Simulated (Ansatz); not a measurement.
Molecule: ethyl(dimethoxy)borane, C₄H₁₁BO₂, net charge 0, singlet state. 
Geometry from a B3LYP-D3(BJ)/def2-TZVP (Ansatz, a first-principles code) optimisation:
```xyz
18

C      0.8405     2.6236    -0.0699
C     -0.2267     1.7288     0.5634
B     -0.1774     0.1998     0.1706
O     -1.2598    -0.5491     0.5478
C     -1.4070    -1.9584     0.5458
O      0.9307    -0.2420    -0.4960
C      1.1629    -1.5009    -1.1041
H      0.7663     2.6171    -1.1593
H      1.8447     2.2793     0.1821
H      0.7474     3.6596     0.2631
H     -0.1608     1.7879     1.6573
H     -1.2289     2.1062     0.3327
H     -1.6511    -2.3324    -0.4508
H     -2.2323    -2.1997     1.2153
H     -0.5102    -2.4644     0.9073
H      1.9896    -1.3756    -1.8028
H      0.2915    -1.8533    -1.6582
H      1.4458    -2.2535    -0.3654
```
Charge 0, spin multiplicity 1.

Total electronic energies in hartree. Valence correlation only, unless marked. Spin-orbit coupling is left out. No relativistic terms. Basis-set limits of correlation are two-point, X^-3; Hartree-Fock from the larger set. The bracket is a focal-point correction in the basis named.

```json
[
 {"level": "r2SCAN-D3(BJ)/def2-TZVPD", "program": "Ansatz + dftd3", "energy (Eh)": "-334.36881"},
 {"level": "B3LYP-D3(BJ)/def2-TZVPD", "program": "Ansatz + dftd3", "energy (Eh)": "-334.59724"},
 {"level": "PBE0-D4/def2-TZVP", "program": "Ansatz + dftd4", "energy (Eh)": "-334.17266"},
 {"level": "BHLYP-D4/def2-TZVPD", "program": "Ansatz + dftd4", "energy (Eh)": "-334.38741"},
 {"level": "r2SCAN0-D4/def2-TZVPD", "program": "Ansatz + dftd4", "energy (Eh)": "-334.33429"},
 {"level": "CAM-B3LYP-D3(BJ)/def2-TZVPD", "program": "Ansatz + dftd3", "energy (Eh)": "-334.41475"},
 {"level": "wB97X-V/def2-TZVPD", "program": "Ansatz", "energy (Eh)": "-334.45963"},
 {"level": "B2GP-PLYP-D4/def2-TZVPD", "program": "Ansatz + dftd4", "energy (Eh)": "-334.21778"},
 {"level": "PBE-QIDH/def2-TZVPD", "program": "Ansatz", "energy (Eh)": "-334.11239"},
 {"level": "MP2/cc-pVTZ", "program": "Ansatz", "energy (Eh)": "-333.77133"},
 {"level": "SCS-MP2/cc-pwCVTZ", "program": "Ansatz", "energy (Eh)": "-333.79115"},
 {"level": "CCSD/6-31G", "program": "Ansatz", "energy (Eh)": "-332.94487"},
 {"level": "CCSD(T)/STO-3G", "program": "Ansatz", "energy (Eh)": "-328.62718"},
 {"level": "RI-MP2/CBS(aug-cc-pVTZ,aug-cc-pVQZ)+[CCSD(T)-MP2]/aug-cc-pVTZ", "program": "Ansatz", "energy (Eh)": "-334.0552"},
 {"level": "RI-MP2/CBS(cc-pVTZ,cc-pVQZ)+[CCSD(T)-MP2]/cc-pVTZ", "program": "Ansatz", "energy (Eh)": "-334.0526"}
]
```

Totals of different functionals don't rank their quality; only differences between species are comparable.
